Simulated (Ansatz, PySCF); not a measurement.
CHNO, triplet, at a GFN2-xTB geometry (a higher spin typed on purpose: for a closed-shell molecule this is an excited state). Base run: PySCF with PBE/cc-pVDZ.

Geometry (Å):
```xyz
4

N     -1.0982     0.2488     0.1820
C      0.1145    -0.3035     0.2146
O      1.0991     0.0324    -0.4190
H     -1.7926    -0.1801     0.7904
```
Charge 0, spin multiplicity 3.
Orbitals are unrestricted.
All else is at PySCF's defaults.

The same geometry, method and basis name were run in Ansatz (a quantum-chemistry and plane-wave program) and PySCF, at each program's defaults and at the settings that a row names. The base is PySCF at its defaults. Differences at the defaults can come from grids, fitting, cores and function types together.

```json
[
 {"code and settings": "PySCF, defaults (exact integrals, its default grid, spherical functions)", "ΔE vs base (mEh)": "0.000", "basis functions": "47", "E (Eh)": "-168.37491", "SCF cycles": "12", "dipole (D)": "2.26"},
 {"code and settings": "Ansatz, defaults (factorised integrals, its default grid, spherical functions)", "ΔE vs base (mEh)": "-0.003", "basis functions": "47", "E (Eh)": "-168.37491", "SCF cycles": "-", "dipole (D)": "-"},
 {"code and settings": "PySCF, density fitting with def2-universal-jkfit", "ΔE vs base (mEh)": "-0.041", "basis functions": "47", "E (Eh)": "-168.37495", "SCF cycles": "12", "dipole (D)": "2.26"},
 {"code and settings": "PySCF, fine grid", "ΔE vs base (mEh)": "-0.001", "basis functions": "47", "E (Eh)": "-168.37491", "SCF cycles": "12", "dipole (D)": "2.26"},
 {"code and settings": "Ansatz, high accuracy", "ΔE vs base (mEh)": "-0.001", "basis functions": "47", "E (Eh)": "-168.37491", "SCF cycles": "-", "dipole (D)": "-"}
]
```

Open shells are given as the SCF converged; they aren't shown to be the lowest states, and a large step between rows can be another state.
